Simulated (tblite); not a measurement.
`N(C(C)(C)C)[SiH2][SiH2][SiH3]`. The geometry is computed with GFN2-xTB (gas phase).

```
atom  x, y, z in Å
C1    -1.9151    0.7324    1.5365
C2    -1.6066    0.1791    0.1400
C3    -2.3863    0.9772   -0.9140
C4    -2.0115   -1.2904    0.0744
N5    -0.1762    0.3023   -0.0835
Si6    0.7855   -0.5250   -1.2429
Si7    2.9149    0.2833   -0.8856
Si8    3.9685   -0.4491    1.0388
H9    -1.6456    1.7856    1.5980
H10   -2.9743    0.6358    1.7620
H11   -1.3450    0.1876    2.2853
H12   -2.1615    0.5935   -1.9062
H13   -3.4570    0.8991   -0.7420
H14   -2.1049    2.0281   -0.8790
H15   -1.8608   -1.6809   -0.9278
H16   -1.4081   -1.8716    0.7661
H17   -3.0600   -1.4026    0.3391
H18    0.1273    1.2352    0.1565
H19    0.2844   -0.4048   -2.6297
H20    0.6978   -1.9637   -0.9475
H21    2.9358    1.7598   -0.9110
H22    3.7376   -0.0611   -2.0568
H23    3.0059   -1.0028    1.9975
H24    4.7006    0.5916    1.7683
H25    4.9436   -1.5145    0.7874
```

(1) How far are the heavy atoms from their best plane (unweighted least squares)?

(2) Work out the bond lengths C1–H9, C2–C3, C3–H12, C4–H16, N5–Si6 in Å.

(3) Give the dihedral angles H18–N5–Si6–H20, C3–C2–N5–H18, C1–C2–C4–H16.

(4) How far apart are these pairs, which share no bond: H9···H13, H13···H20, H14···H17, H14···H18?

(5) Where is the centre of mass (commonest isotopes), and what is the radius of gyration?

Answers

(1) 0.672 Å rms; C1 0.54, C2 0.03, C3 0.78, C4 1.46, N5 0.27, Si6 0.47, Si7 0.49, Si8 0.18 Å (magnitudes).

(2) For C1–H9 the difference vector is (0.2695, 1.0532, 0.0615) Å, of length 1.0889 Å. C1–H9 1.089; C2–C3 1.535; C3–H12 1.087; C4–H16 1.086; N5–Si6 1.719 Å.

(3) H18–N5–Si6–H20 150°; C3–C2–N5–H18 71° (synclinal); C1–C2–C4–H16 -64° (synclinal). Dihedral signs follow IUPAC: positive where, seen along the central bond, the front bond turns clockwise onto the rear one.

(4) H9···H13 3.089 Å (4 bonds apart); H13···H20 5.050 Å (5 bonds apart); H14···H17 3.764 Å (4 bonds apart); H14···H18 2.585 Å (4 bonds apart).

(5) Mass 163.067 u; centre at (0.720, -0.050, -0.130) Å; Rg = √(Σ m r²/M) = 2.697 Å. As Ia + Ib + Ic = 2 Σ m r², the three principal moments sum to 2372.8 u·Å².

GFN2-xTB frequencies show an imaginary mode (41i cm⁻¹), so the point is no minimum at that level. 3 starts were optimised and ended at 0.00, 0.67 and 0.71 kcal/mol (GFN2-xTB); the lowest of these is shown.
